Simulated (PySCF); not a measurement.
C₁₀H₁₀O.
SMILES with atom numbers: `[CH3:1][C:2](=[O:3])/[CH:4]=[CH:5]/[c:6]1[cH:7][cH:8][cH:9][cH:10][cH:11]1` (hydrogens: H12, H13, H14 on C1; H15 on C4; H16 on C5; H17 on C7; H18 on C8; H19 on C9; H20 on C10; H21 on C11)

The same species was optimised twice, with GFN2-xTB and with PBE0-D3(BJ)/def2-SVP (PySCF), and the same property calculations (PySCF, gas phase) were run on both structures.

```tsv
coordinate	GFN2-xTB	PBE0-D3(BJ)/def2-SVP	change
C2–C4 (Å)	1.470	1.485	+0.015
C9–C10 (Å)	1.386	1.397	+0.011
C7–C8 (Å)	1.381	1.392	+0.011
C5–C6 (Å)	1.448	1.458	+0.010
C6–C11 (Å)	1.398	1.406	+0.008
C10–C11 (Å)	1.381	1.389	+0.008
C8–C9 (Å)	1.386	1.394	+0.008
C6–C7 (Å)	1.398	1.405	+0.007
C4=C5 (Å)	1.341	1.346	+0.005
C1–C2 (Å)	1.511	1.508	-0.003
C2=O3 (Å)	1.212	1.213	+0.001
C1–C2–C4 (°)	114.3	116.2	+1.9
O3–C2–C4 (°)	123.1	122.1	-1.0
C2–C4–C5 (°)	121.0	120.0	-1.0
C4–C5–C6 (°)	127.4	128.3	+0.9
C1–C2–O3 (°)	122.6	121.8	-0.8
C5–C6–C11 (°)	122.8	123.0	+0.2
C6–C7–C8 (°)	120.9	121.1	+0.2
C7–C8–C9 (°)	120.1	119.9	-0.2
C1–C2–C4–C5 (°)	179	180	+1
C4–C5–C6–C7 (°)	171	178	+7
```

Rotational constants: A = 3554, B = 484.5, C = 428.2 MHz (GFN2-xTB) against A = 3562, B = 477.1, C = 421.9 MHz (PBE0-D3(BJ)/def2-SVP).

On the GFN2-xTB structure: HOMO (eV) -6.94 [PBE0/pcSseg-1]; LUMO (eV) -2.09 [PBE0/pcSseg-1]; dipole (D) 3.49 [PBE0/pcSseg-1]; GIAO shielding of C1 (ppm) 152.7 [PBE0/pcSseg-1]; GIAO shielding of C2 (ppm) -11.9 [PBE0/pcSseg-1]; GIAO shielding of O3 (ppm) -292.6 [PBE0/pcSseg-1]; GIAO shielding of C4 (ppm) 60.2 [PBE0/pcSseg-1]; GIAO shielding of C5 (ppm) 36.2 [PBE0/pcSseg-1]; GIAO shielding of C6 (ppm) 47.2 [PBE0/pcSseg-1]; GIAO shielding of C7/C11 (mean) (ppm) 51.6 [PBE0/pcSseg-1]; GIAO shielding of C8/C10 (mean) (ppm) 52.3 [PBE0/pcSseg-1].

What do these properties become on the PBE0-D3(BJ)/def2-SVP structure?

```
                                    property          level  on GFN2-xTB  on PBE0-D3(BJ)/def2-SVP  change
                                   HOMO (eV)  PBE0/pcSseg-1        -6.94                    -6.92   +0.02
                                   LUMO (eV)  PBE0/pcSseg-1        -2.09                    -2.09    0.00
                                  dipole (D)  PBE0/pcSseg-1         3.49                     3.37   -0.12
energy, GFN2-xTB geometry as zero (kcal/mol)  PBE0/pcSseg-1          0.0                     -0.5    -0.5
                  GIAO shielding of C1 (ppm)  PBE0/pcSseg-1        152.7                    151.8    -0.9
                  GIAO shielding of C2 (ppm)  PBE0/pcSseg-1        -11.9                    -12.0    -0.1
                  GIAO shielding of O3 (ppm)  PBE0/pcSseg-1       -292.6                   -294.1    -1.5
                  GIAO shielding of C4 (ppm)  PBE0/pcSseg-1         60.2                     59.2    -1.0
                  GIAO shielding of C5 (ppm)  PBE0/pcSseg-1         36.2                     34.0    -2.2
                  GIAO shielding of C6 (ppm)  PBE0/pcSseg-1         47.2                     45.8    -1.4
       GIAO shielding of C7/C11 (mean) (ppm)  PBE0/pcSseg-1         51.6                     49.3    -2.3
       GIAO shielding of C8/C10 (mean) (ppm)  PBE0/pcSseg-1         52.3                     50.1    -2.2
```

The heavy atoms differ by 0.071 Å rms after alignment. Among bonds between heavy atoms C2–C4 changes most (+0.015 Å). Changes are differences of the printed values. Neither structure is proved a minimum here.

Conformer computed: `[CH3:1][C:2](=[O:3])/[CH:4]=[CH:5]/[c:6]1[cH:7][cH:8][cH:9][cH:10][cH:11]1`: C1–C2–C4–C5 180°, C4–C5–C6–C7 178°.
